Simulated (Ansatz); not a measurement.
Cost and result for the atomization energy of CH7NOSSi (`NC(S)O[SiH3]`) (12 atoms, 11 bonds).

```xyz
12

N     1.2547    0.0027   -0.6144
C     0.0476   -0.7499   -0.4788
S     0.4101   -2.4813    0.0119
O    -0.7938   -0.1739    0.4672
Si   -0.7730    1.4704    0.7175
H     1.9168   -0.1961    0.1260
H     1.6971   -0.1281   -1.5126
H    -0.4522   -0.7725   -1.4519
H    -0.8596   -2.8279    0.2774
H     0.4289    1.9332    1.4538
H    -1.9720    1.6990    1.5598
H    -0.9046    2.2245   -0.5558
```

Charge 0, multiplicity 1. All single points use the PBE0-D4/def2-TZVP geometry. It is one conformer, not always the lowest. Program: Ansatz. All runs use 4 threads of an Arm Neoverse N1 on a shared host. Times are those of one run each, without the atoms' runs, and a repeat can differ threefold. Electronic energies, without spin–orbit coupling; frozen cores. CCSD(T)/CBS adds CCSD(T) − MP2 in def2-TZVPP to the MP2 limit, and its time is that of the two runs behind it. T1 = 0.012. B3LYP takes the VWN-RPA correlation (the form of Gaussian; ORCA's B3LYP/G).

CCSD(T)/CBS is a level of theory with its own doubt, some kJ/mol a heavy atom from the limit and from the frozen cores, so smaller differences don't rank the functionals.

```json
{"level": "PBE-D4/def2-TZVPP (with forces)", "functions": "275", "wall time": "5.5 s", "atomization (kJ/mol)": "4154.7", "difference from CCSD(T)/CBS": "60.8", "per bond": "5.5"}
{"level": "PBE0-D4/def2-TZVPP", "functions": "275", "wall time": "6.5 s", "atomization (kJ/mol)": "4072.1", "difference from CCSD(T)/CBS": "-21.8", "per bond": "-2.0"}
{"level": "r2SCAN-D4/def2-TZVPP (with forces)", "functions": "275", "wall time": "10 s", "atomization (kJ/mol)": "4083.6", "difference from CCSD(T)/CBS": "-10.3", "per bond": "-0.9"}
{"level": "B3LYP-D4/def2-TZVPP (with forces)", "functions": "275", "wall time": "10 s", "atomization (kJ/mol)": "4088.2", "difference from CCSD(T)/CBS": "-5.7", "per bond": "-0.5"}
{"level": "B2PLYP/def2-TZVPP", "functions": "275", "wall time": "12 s", "atomization (kJ/mol)": "4032.0", "difference from CCSD(T)/CBS": "-61.9", "per bond": "-5.6"}
{"level": "ωB97X-V/def2-TZVPP", "functions": "275", "wall time": "16 s", "atomization (kJ/mol)": "4116.1", "difference from CCSD(T)/CBS": "22.2", "per bond": "2.0"}
{"level": "ωB97M-V/def2-TZVPP (with forces)", "functions": "275", "wall time": "23 s", "atomization (kJ/mol)": "4111.9", "difference from CCSD(T)/CBS": "18.0", "per bond": "1.6"}
{"level": "MP2/def2-QZVPP", "functions": "521", "wall time": "51 s", "atomization (kJ/mol)": "4092.5", "difference from CCSD(T)/CBS": "-1.4", "per bond": "-0.1"}
{"level": "CCSD(T)/def2-TZVPP", "functions": "275", "wall time": "6.1 min", "atomization (kJ/mol)": "3966.5", "difference from CCSD(T)/CBS": "-127.4", "per bond": "-11.6"}
{"level": "CCSD(T)/CBS(def2)", "functions": "–", "wall time": "6.9 min", "atomization (kJ/mol)": "4093.9", "difference from CCSD(T)/CBS": "0.0", "per bond": "0.0"}
```

The D4 term adds +44.2 kJ/mol with B3LYP and +23.2 kJ/mol with PBE0; it sums over pairs of atoms, weighted by their polarisabilities, and B3LYP, whose exchange is more repulsive, gets the larger term. In def2-TZVPP, CCSD(T) changes the Hartree–Fock value by +1133.0 kJ/mol (the triples alone add +65.5 kJ/mol) and MP2 by +1183.2 kJ/mol; breaking electron pairs costs correlation energy, which Hartree–Fock lacks. From PBE to PBE0 (25 % exact exchange), in def2-TZVPP and without D4, the atomization energy moves by −78.3 kJ/mol: exact exchange takes away binding that semilocal exchange gives to molecules.
